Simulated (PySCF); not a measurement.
Krypton: a sound run and one with changed settings

Sound run: Kr [Kr], Kr+ [Ar] 3d10 4s2 4p5. Calculation: PySCF 2.14, in cc-pVDZ-PP with ECP10MDF (4s3p2d, 23 functions); a scalar-relativistic core potential. In the sound run the correlated levels freeze 3s2 3p6 3d10 outside the core potential. The sound run starts from symmetry-adapted Hartree-Fock orbitals and uses a fine grid where one is needed.

Changed run: a valence shell is frozen. This setting is unsound on purpose.

```
species   method  sound run (hartree)  changed run (hartree)  converged
     Kr      MP2           -462.29719             -462.27432        yes
     Kr  CCSD(T)           -462.30775             -462.28340        yes
    Kr+      MP2           -461.78913             -461.75963        yes
    Kr+  CCSD(T)           -461.80369             -461.76926        yes
```

Ionisation energy of Kr:

```
 method  sound run (eV)  changed run (eV)
    UHF          13.156            13.156
    MP2          13.825            14.006
SCS-MP2          13.746            13.965
   CCSD          13.715            13.985
CCSD(T)          13.716            13.990
```

Freezing a valence shell removes pair correlation that changes on ionisation.

For comparison, NIST gives 14.000 eV between the lowest levels.
